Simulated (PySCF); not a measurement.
C₄H₁₀Te, singlet, geometry from GFN2-xTB (all electrons, no relativity); CASSCF(6,8)/STO-3G run with PySCF.

PySCF was given this input:
```python
from pyscf import gto, scf, mcscf
import numpy

mol = gto.M(
    atom='''
Te   -0.71331492    0.36877736    0.61235314
H    -1.38374428    1.23593133   -0.61807229
C     0.85258280   -0.44957834   -0.70067743
C     0.21247166   -1.23190104   -1.83389105
C     1.69900928    0.68282818   -1.25499441
C     1.70173068   -1.36880022    0.15979691
H     0.98412874   -1.66149461   -2.47431681
H    -0.41428697   -0.58609263   -2.44584833
H    -0.40055257   -2.04491679   -1.44983183
H     1.09578879    1.35967156   -1.85697450
H     2.16172342    1.25372779   -0.45232466
H     2.49226819    0.28178449   -1.88752891
H     2.15674485   -0.82185409    0.98378187
H     1.10367266   -2.17914964    0.57302918
H     2.50186646   -1.80932187   -0.43568072
''',
    basis='sto-3g',
    verbose=4,
)

mf = scf.RHF(mol)
mf.kernel()
mc = mcscf.CASSCF(mf, 8, 6)
mc.fix_spin_(ss=0.0)
mc.kernel()
occ = numpy.linalg.eigvalsh(mc.fcisolver.make_rdm1(mc.ci, mc.ncas, mc.nelecas))[::-1]
ss = mc.fcisolver.spin_square(mc.ci, mc.ncas, mc.nelecas)[0]
print('natural occupations', occ.round(4), ' <S^2>', round(ss, 4))
```

Output, abridged:

```
PySCF version 2.14.0

[INPUT] verbose = 4
[INPUT] num. atoms = 15
[INPUT] num. electrons = 86
[INPUT] charge = 0
[INPUT] spin (= nelec alpha-beta = 2S) = 0
[INPUT] symmetry False subgroup None
[INPUT] Mole.unit = angstrom
[INPUT] Symbol           X                Y                Z      unit          X                Y                Z       unit  Magmom
[...]
nuclear repulsion = 458.260002083337
number of shells = 33
number of NR pGTOs = 171
number of NR cGTOs = 57
basis = sto-3g
ecp = {}

******** <class 'pyscf.scf.hf.RHF'> ********
method = RHF
initial guess = minao
damping factor = 0
level_shift factor = 0
DIIS = <class 'pyscf.scf.diis.CDIIS'>
diis_start_cycle = 1
diis_space = 8
diis_damp = 0
SCF conv_tol = 1e-09
SCF conv_tol_grad = None
SCF max_cycles = 50
direct_scf = True
direct_scf_tol = 1e-13
Set gradient conv threshold to 3.16228e-05
Initial guess from minao.
init E= -6682.93330344413
[...]
cycle= 1 E= -6702.45898767131  delta_E= -19.5  |g|= 0.434  |ddm|= 4.45
[...]
cycle= 2 E= -6702.57633398416  delta_E= -0.117  |g|= 0.128  |ddm|= 1.14
[...]
cycle= 3 E= -6702.58276429928  delta_E= -0.00643  |g|= 0.0363  |ddm|= 0.227
[...]
cycle= 4 E= -6702.58369569651  delta_E= -0.000931  |g|= 0.0119  |ddm|= 0.0986
[...]
cycle= 5 E= -6702.5837811349  delta_E= -8.54e-05  |g|= 0.00192  |ddm|= 0.0306
[...]
cycle= 6 E= -6702.58378379227  delta_E= -2.66e-06  |g|= 0.000337  |ddm|= 0.00541
[...]
cycle= 7 E= -6702.58378385327  delta_E= -6.1e-08  |g|= 3.77e-05  |ddm|= 0.000796
[...]
cycle= 8 E= -6702.5837838542  delta_E= -9.24e-10  |g|= 4.72e-06  |ddm|= 0.000106
[...]
Extra cycle  E= -6702.58378385415  delta_E= 4.27e-11  |g|= 1.46e-06  |ddm|= 1.19e-05
converged SCF energy = -6702.58378385415

******** <class 'pyscf.mcscf.mc1step.CASSCF'> ********
CAS (3e+3e, 8o), ncore = 40, nvir = 9
max_cycle_macro = 50
max_cycle_micro = 4
conv_tol = 1e-07
conv_tol_grad = None
orbital rotation max_stepsize = 0.02
orbital rotation threshold for CI restart = 0.01
augmented hessian ah_max_cycle = 30
augmented hessian ah_conv_tol = 1e-12
augmented hessian ah_linear dependence = 1e-14
augmented hessian ah_level shift = 1e-08
augmented hessian ah_start_tol = 2.5
augmented hessian ah_start_cycle = 3
augmented hessian ah_grad_trust_region = 3
kf_trust_region = 3
kf_interval = 4
ci_response_space = 4
ci_grad_trust_region = 3
with_dep4 0
natorb = False
canonicalization = True
sorting_mo_energy = False
ao2mo_level = 2
internal_rotation = False
******** <class 'pyscf.fci.addons.SpinPenaltyFCISolver'> ********
max. cycles = 50
conv_tol = 1e-08
davidson only = True
linear dependence = 1e-12
level shift = 0.001
max iter space = 12
nroots = 1
pspace_size = 400
spin = None
CASCI E = -6702.60372199935  S^2 = 0.0000000
Set conv_tol_grad to 0.000316228
macro iter   1 ( 21 JK    4 micro), CASSCF E = -6702.61885632884  dE = -1.51343295e-02  S^2 = 0.0000000
               |grad[o]|=0.0231  |grad[c]|=0.0407  |ddm|=0.0388  |maxRot[o]|= 0.31
macro iter   2 ( 21 JK    4 micro), CASSCF E = -6702.62183374639  dE = -2.97741755e-03  S^2 = 0.0000000
               |grad[o]|=0.0141  |grad[c]|=0.0287  |ddm|=0.00595  |maxRot[o]|=0.224
macro iter   3 ( 21 JK    4 micro), CASSCF E = -6702.62385220830  dE = -2.01846191e-03  S^2 = 0.0000000
               |grad[o]|=0.00487  |grad[c]|=0.0265  |ddm|=0.00631  |maxRot[o]|=0.288
macro iter   4 ( 21 JK    4 micro), CASSCF E = -6702.62880172737  dE = -4.94951907e-03  S^2 = 0.0000000
               |grad[o]|=0.00639  |grad[c]|=0.0153  |ddm|=0.00582  |maxRot[o]|=0.298
macro iter   5 ( 21 JK    4 micro), CASSCF E = -6702.63551894885  dE = -6.71722148e-03  S^2 = 0.0000000
               |grad[o]|=0.00867  |grad[c]|=0.0337  |ddm|=0.0339  |maxRot[o]|= 0.22
macro iter   6 ( 21 JK    4 micro), CASSCF E = -6702.63907654604  dE = -3.55759719e-03  S^2 = 0.0000000
               |grad[o]|=0.0106  |grad[c]|=0.0179  |ddm|=0.00312  |maxRot[o]|= 0.18
macro iter   7 ( 21 JK    4 micro), CASSCF E = -6702.64007336426  dE = -9.96818218e-04  S^2 = 0.0000000
               |grad[o]|=0.00573  |grad[c]|=0.00756  |ddm|=0.00409  |maxRot[o]|=0.305
macro iter   8 ( 16 JK    4 micro), CASSCF E = -6702.64024009555  dE = -1.66731295e-04  S^2 = 0.0000000
               |grad[o]|=0.00267  |grad[c]|=0.00391  |ddm|=0.00248  |maxRot[o]|=0.0603
macro iter   9 ( 14 JK    4 micro), CASSCF E = -6702.64030658700  dE = -6.64914469e-05  S^2 = 0.0000000
               |grad[o]|=0.00149  |grad[c]|=0.00247  |ddm|=0.00109  |maxRot[o]|=0.0268
macro iter  10 ( 14 JK    3 micro), CASSCF E = -6702.64033117061  dE = -2.45836072e-05  S^2 = 0.0000000
               |grad[o]|=0.000856  |grad[c]|=0.000576  |ddm|=0.000848  |maxRot[o]|=0.0148
macro iter  11 ( 10 JK    2 micro), CASSCF E = -6702.64033336680  dE = -2.19619415e-06  S^2 = 0.0000000
               |grad[o]|=0.00021  |grad[c]|=0.000437  |ddm|=0.000212  |maxRot[o]|=0.00771
macro iter  12 (  5 JK    1 micro), CASSCF E = -6702.64033349749  dE = -1.30693479e-07  S^2 = 0.0000000
               |grad[o]|=4.97e-05  |grad[c]|=0.000256  |ddm|=3.52e-05  |maxRot[o]|=0.00313
macro iter  13 (  4 JK    1 micro), CASSCF E = -6702.64033353562  dE = -3.81223799e-08  S^2 = 0.0000000
               |grad[o]|=3.38e-05  |grad[c]|=0.000142  |ddm|=1.45e-05  |maxRot[o]|=0.00169
1-step CASSCF converged in  13 macro (210 JK  43 micro) steps
CASSCF canonicalization
Density matrix diagonal elements [1.96008227 1.96176657 1.98057882 0.04301805 0.03417583 0.01140876
 0.00441015 0.00455956]
CASSCF energy = -6702.64033353562
CASCI E = -6702.64033353562  E(CI) = -7.70537340751434  S^2 = 0.0000000
natural occupations [1.9807e+00 1.9671e+00 1.9551e+00 4.3500e-02 3.3800e-02 1.8500e-02
 7.0000e-04 5.0000e-04]  <S^2> 0.0
```
